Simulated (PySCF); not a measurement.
## Ionisation energy of In²²⁺ by level of theory

In²²⁺ [Ar] 3d9 [3d3/2^4 3d5/2^5, M_J = 5/2] → In²³⁺ [Ar] 3d8 [3d3/2^4 3d5/2^4, M_J = 4], as a difference of total energies. Calculation: PySCF 2.14, in an even-tempered Gaussian basis (17 s from 2.7 bohr⁻², ratio 2.8; 12 p from 3.5 bohr⁻², ratio 2.8; 8 d from 3.5 bohr⁻², ratio 2.8; 3 f from 16 bohr⁻², ratio 3); the two-component X2C-1e Hamiltonian. Correlated levels: [Ne] frozen; the 76 highest virtual spinors dropped. "Screened" scales the spin-orbit matrix elements by Boettger's factors to mimic the two-electron term; Breit and QED terms are absent.

| method | ionisation energy (eV) |
| --- | --- |
| GHF (spin-free) | 1112.6 |
| GMP2 (spin-free) | 1114.0 |
| GHF (screened spin-orbit) | 1110.0 |
| GMP2 (screened spin-orbit) | 1111.5 |

Breit and QED terms and the two-electron picture change are absent.

The spin-free rows relax to the high-spin LS determinant and lack the spin-orbit shift.

The labels give the starting determinants; with spin-orbit coupling the two ends relaxed to ⟨J²⟩ = 8.75, ⟨L²⟩ = 6.01, ⟨S²⟩ = 0.76 and ⟨J²⟩ = 20.00, ⟨L²⟩ = 12.34, ⟨S²⟩ = 1.93.

For comparison: 1109 ± 4 eV (theoretical estimate listed by NIST; NIST Atomic Spectra Database, ionization energies).
